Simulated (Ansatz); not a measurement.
Basis sets compared for the cluster Al4O6. The state is a singlet with charge 0. Geometry r2SCAN-D4/def2-SVP. Ansatz on 4 threads of Arm Neoverse V2 on a shared host; times are rough, and most runs start from earlier orbitals.

Cartesian coordinates in Å:
```
Al -1.392 -0.019 0.872
Al -0.323 0.486 -1.536
Al 1.065 1.042 0.692
Al 0.649 -1.509 -0.028
O 0.354 -1.107 -1.693
O -0.804 -1.654 0.914
O 1.856 -0.505 0.719
O 0.804 1.654 -0.914
O -1.856 0.505 -0.718
O -0.354 1.107 1.693
```

The structure comes from a short search, and lower isomers may exist.

Binding counts from free atoms (Al doublet, O triplet) in the same basis, without a counterpoise term.

```tsv
level	functions	energy (Eh)	HOMO (eV)	LUMO (eV)	binding per atom (eV)	wall time
HF/STO-3G	66	-1399.5110	-6.63	4.99	3.41	0.4 s
HF/def2-TZVP	334	-1417.6128	-12.17	-0.11	3.32	7 s
PBE-D4/def2-SVP	156	-1419.9369	-6.33	-3.76	5.12	2.3 s
PBE-D4/def2-TZVP (with forces)	334	-1420.8519	-6.46	-3.81	5.13	6.5 s
PBE0-D4/def2-SVP	156	-1420.0073	-7.99	-2.90	4.90	2.9 s
PBE0-D4/def2-TZVP	334	-1420.9168	-8.06	-2.96	4.92	11 s
CAM-B3LYP-D4/def2-TZVP (with forces)	334	-1421.7507	-9.57	-2.20	5.00	15 s
```

Q: Estimate the rows for PBE-D4/def2-TZVPD, PBE0-D4/def2-TZVPD, CAM-B3LYP-D4/def2-TZVPD.

A: 
```csv
level,functions,energy (Eh),HOMO (eV),LUMO (eV),binding per atom (eV),wall time
PBE-D4/def2-TZVPD,412,-1420.8566,-6.53,-3.84,5.12,9 s
PBE0-D4/def2-TZVPD,412,-1420.9209,-8.11,-2.99,4.92,16 s
CAM-B3LYP-D4/def2-TZVPD,412,-1421.7552,-9.63,-2.24,5.00,21 s
```
